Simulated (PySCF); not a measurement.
CBr3, SMILES Br[C](Br)Br (connectivity only; charge and spin as stated), charge +1, multiplicity 1.

Geometry: TPSSh-D3(BJ)/def2-SVP. The spin state was assumed, not searched. The isomer is the one that the SMILES or the coordinates give; other isomers of the formula were not compared.

Level of theory: PySCF with TDA-PBE/def2-SVPD.

Vertical excitations; the highest root listed may be one member of a degenerate set. The molecule is in vacuum. State labels are in the subgroup C2v.

**Question.** List the lowest excited states. (Estimate from the structure and the level; the computed values follow.)

**Answer.** 
```tsv
state	symmetry	energy (eV)	λ (nm)	f	main pairs
S1	A2	2.48	500	0.000	HOMO→LUMO 100 %
S2	A2	3.50	354	0.000	HOMO−3→LUMO (degenerate set)
S3	B2	3.50	354	0.000	HOMO−4→LUMO (degenerate set)
S4	A1	4.53	274	0.165	HOMO−2→LUMO (degenerate set)
S5	B1	4.53	274	0.165	HOMO−1→LUMO (degenerate set)
S6	B1	4.71	263	0.000	HOMO→LUMO+1 99 %
S7	A2	5.57	223	0.000	HOMO−1→LUMO+1 (degenerate set)
S8	B2	5.57	223	0.000	HOMO−2→LUMO+1 (degenerate set)
S9	A1	5.90	210	0.030	HOMO−4→LUMO+1 (degenerate set)
S10	B1	5.90	210	0.030	HOMO−3→LUMO+1 (degenerate set)
T1	A2	2.23	556	0	HOMO→LUMO 100 %
T2	A1	2.94	422	0	HOMO−2→LUMO (degenerate set)
T3	B1	2.94	422	0	HOMO−1→LUMO (degenerate set)
T4	A2	3.26	380	0	HOMO−3→LUMO 100 %
```
Triplets are in the Tamm–Dancoff approximation.
